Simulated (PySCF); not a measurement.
BeO.
Geometry (PBE0-D3(BJ)/def2-SVP, Å), atoms numbered from 1 in this order:
```xyz
2
BeO angstrom
Be     0.6667   -0.0126   -0.0007
O     -0.6717   -0.0038   -0.0113
```

Computed with PBE0-D3(BJ)/def2-SVP geometry optimisation, gas phase (PySCF).

Take the most abundant isotopes and a rigid rotor. 

(1) What are the moment of inertia and the rotational constant?

(2) List the first levels of a rigid rotor in a Σ state.

(3) Where do the first rotational lines fall?

## Answers

(1) I = 10.327 u·Å², B = 505379 MHz·u·Å²/I = 48936 MHz (1.6323 cm⁻¹, or 2.349 K as hB/k). For two atoms I = μr² with μ = 5.7643 u and r = 1.3385 Å.

(2) E(J) = BJ(J+1): J = 1: 3.265, J = 2: 9.794, J = 3: 19.588, J = 4: 32.647, J = 5: 48.970, J = 6: 68.558 cm⁻¹.

(3) The dipole is 5.99 D; J+1 ← J lies at 2B(J+1): 1 ← 0 at 97.87 GHz, 2 ← 1 at 195.75 GHz, 3 ← 2 at 293.62 GHz, 4 ← 3 at 391.49 GHz, 5 ← 4 at 489.36 GHz, 6 ← 5 at 587.24 GHz.

No PBE0-D3(BJ)/def2-SVP frequencies stand behind this structure, so it isn't proved a minimum. No vibrational averaging or centrifugal distortion is included, and the geometry carries the error of its method.

Time: 0.62 s of wall time; peak memory 0.23 GiB. Hardware: an Arm Neoverse V2 with one thread, no GPU, shared host with 48 logical CPUs at a one-minute load of 7.9. That covers the optimisation of the geometry.
